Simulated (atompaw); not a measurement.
**Scattering properties, PAW (atompaw) potential for Tc (Z = 43)**

atompaw 4.2.0.5 input, output lines left out:

```
Tc 43
GGA-PBE scalarrelativistic loggrid 1500 logderivrange -7 5 301
5 5 4 0 0 0
5 1 0
4 2 5
0 0 0
c
c
c
v
v
c
c
v
v
c
v
2
2.40 2.20 1.60 1.25
n
n
y
0.35
n
custom polynom gramschmidtortho besselshape
3 0.5 ultrasoft
1.50
2.40
1.60
2.40
2.40
2.40
```

The phase is arctan(r·u′/u) with u = r·R(r), unwrapped; energies in Ry, scanned from -7 to 5 Ry. A pole is an energy at which the radial function vanishes at the test radius. The pseudo phase is shifted by a multiple of π to meet the all-electron one at the reference energy, and phase errors are pseudo minus all-electron; the curves can meet again beyond the range given. Levels narrower than the energy grid can be missing from the lists of poles.

| channel | radius (bohr) | reference energy (Ry) | poles, all-electron | poles, pseudo | unbroken range about the reference energy with phases within 0.05 rad | phase error 1 Ry above the reference energy (rad) |
| --- | --- | --- | --- | --- | --- | --- |
| s | 2.41 | -0.37 | -5.34, 3.32 | -5.34, 2.46 | below 2.1 | -0.019 |
| p | 2.41 | -0.10 | -3.20, 4.73 | -3.20, 3.34 | below 1.0 | -0.041 |
| d | 2.41 | -0.49 | 0.08 | 0.08 | the whole range | +0.000 |

Phases in the p channel:

```
E (Ry)  all-electron  pseudo
 -7.00         1.400   1.399
 -6.52         1.392   1.390
 -6.04         1.382   1.381
 -5.56         1.370   1.369
 -5.08         1.354   1.353
 -4.60         1.331   1.329
 -4.12         1.286   1.284
 -3.64         1.081   1.078
 -3.16        -1.606  -1.607
 -2.68        -1.748  -1.749
 -2.20        -1.800  -1.802
 -1.72        -1.845  -1.846
 -1.24        -1.896  -1.897
 -0.76        -1.965  -1.966
 -0.28        -2.074  -2.074
  0.20        -2.272  -2.272
  0.68        -2.698  -2.715
  1.16        -3.480  -3.551
  1.64        -4.076  -4.157
  2.12        -4.348  -4.426
  2.60        -4.487  -4.569
  3.08        -4.569  -4.666
  3.56        -4.625  -4.751
  4.04        -4.666  -4.851
  4.52        -4.700  -5.026
  5.00        -4.728  -5.589
```
